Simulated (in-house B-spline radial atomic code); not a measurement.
## RPA and G0W0 on LC-wPBE: N V (N4+)

Configuration [He] 2s1, highest spin, mean-field start LC-wPBE. Computed with a B-spline radial code for spherical atoms: all electrons, scalar-relativistic (spin-free one-electron X2C), finite nucleus, each spin shell either full or empty, empty states to l = 9 with an (l + 1/2)⁻⁴ tail; G0W0 by contour deformation at full frequency.

RPA overbinds a lone outer s electron by self-correlation, and G0W0 tends to as well.

Command:
```bash
python run_gw.py task.json out
```
Settings (radii: box in bohr, nucleus in fm):
```
Z                        7
electrons                3
configuration            [He] 2s1
hamiltonian              x2c
method                   lc_wpbe
lmax                     9
rms_radius               2.5582
spin_polarised           True
box_radius               11.96
intervals                70
ion_configuration        1s2
```

Run time, properties included: 2.6 s on 1 thread of Arm Neoverse N1 (shared host).

Energies (hartree):

| term | value |
| --- | --- |
| mean-field total | -48.36280 |
| Hartree-Fock functional on these orbitals | -48.35311 |
| direct second order | -0.13845 |
| second-order exchange | 0.086908 |
| SOSEX correction | 0.07885 |

Task: What is the RPA correlation energy, and what remains with SOSEX?

Result: RPA gives -0.12815 hartree (-1.16 eV per electron); RPA + SOSEX gives -0.049303, and the second-order doubles -0.051546 hartree (no singles). SOSEX takes back 62 % of the RPA value.

Quasi-particle levels (eV):

```csv
level,occupied,mean field,Σx - vxc,Σc,QP weight,G0W0
2s up,yes,-94.98,-2.82,?,?,?
1s down,yes,-485.02,-34.98,3.26,0.941,-516.74
1s up,yes,-486.34,-36.63,3.44,0.907,-519.53
2s down,no,-78.25,3.78,-2.48,0.948,-76.95
```

G0W0 = mean field + (Σx - vxc) + Σc, with Σc (partial-wave tail included) taken at the quasi-particle energy.

Task: Where does G0W0 put 2s up?

Result: At -99.20 eV, with Σc = -1.40 eV and a quasi-particle weight of 0.973. The tabulated removal energy is 97.890 eV (NIST, measured).

Task: What does it cost to remove one electron (to 1s2) by differences of total energies, each species on its own start (correlation terms add to the Hartree-Fock functional)?

Result: LC-wPBE 98.54 eV, Hartree-Fock functional 97.76 eV, + RPA 98.79 eV, + RPA + SOSEX 97.87 eV, + second order 97.89 eV. Tabulated: 97.890 eV (NIST, measured).
